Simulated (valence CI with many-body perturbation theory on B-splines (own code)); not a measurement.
# Tc³⁶⁺ in brief

Level of theory: relativistic CI+MBPT: five valence electrons over a frozen Dirac-Fock core [He], radial functions for each j: 11 s, 11 p, 10 d, 8 f, 5 g, 2 h, with the one-electron correlation potential Σ1 (screened to all orders), the two-electron term Σ2, the three-electron term Σ3, Breit, model QED; selected single and double excitations, second order for the rest, scaled by the run's own slope (own B-spline code, finite nucleus).

The last digits are not significant, and no measured levels were compared; by estimate large intervals hold to a few tenths of a per cent, small ones and those within an open d or f shell to about a per cent. Among the levels kept, up to 11000 cm⁻¹ of a level comes from second order outside the variational space, and about a tenth of that is noise between levels of different J, which matters for small intervals.

Levels are named by their leading jj configuration (3d3/2^4 stands for four electrons in 3d with j = 3/2), which in mixed levels can hold well under half, so a name can repeat and another be missing.

Rates and lifetimes use the calculated energies. Strong lines usually hold to 10 to 20 %, long lifetimes can be off by a factor of two.

(1) What is the ground level?

(2) Where does the other parity begin?

(3) How well does LS coupling describe the low levels?

(4) Among levels below 254.10 Ry, which E1 lines absorb most strongly from the ground level?

(5) What is the ionisation energy?

(6) Name the longest-lived excited levels whose lifetime is computed, and their main decay.

Results:

(1) (2s^2 2p1/2^2 2p3/2) J=3/2, composition 42 % 2s2 2p3 2P° + 34 % 2s2 2p3 4S° + 23 % 2s2 2p3 2D°, g = 1.429.

(2) At (2s 2p1/2^2 2p3/2^2) J=5/2, 19.85 Ry.

(3) Among the lowest 20 levels the leading LS term, summed over configurations, holds 65 % on average. For single configurations the figures are 65 % in LS and 96 % in jj coupling. Terms mix most in the J = 3/2 level at 212.04 Ry, where the leading one holds 26 %.

(4) to (2s^2 2p1/2^2 3d5/2) J=5/2 at 0.4200 nm, f = 0.423; to (2s^2 2p1/2 2p3/2 3d3/2) J=3/2 at 0.4033 nm, f = 0.366; to (2s^2 2p1/2 2p3/2 3d5/2) J=5/2 at 0.4046 nm, f = 0.317.

(5) 5056.2 eV; NIST lists 5060 ± 40 eV (semi-empirical).

(6) (2s^2 2p1/2 2p3/2^2) J=5/2 at 9.31 Ry lives 376 ns, mostly by M1 to (2s^2 2p1/2^2 2p3/2) J=3/2; (2s^2 2p1/2 2p3/2^2) J=1/2 at 10.91 Ry lives 77.1 ns, mostly by M1 to (2s^2 2p1/2^2 2p3/2) J=3/2; (2s^2 2p1/2 2p3/2^2) J=3/2 at 8.12 Ry lives 67.7 ns, mostly by M1 to (2s^2 2p1/2^2 2p3/2) J=3/2.
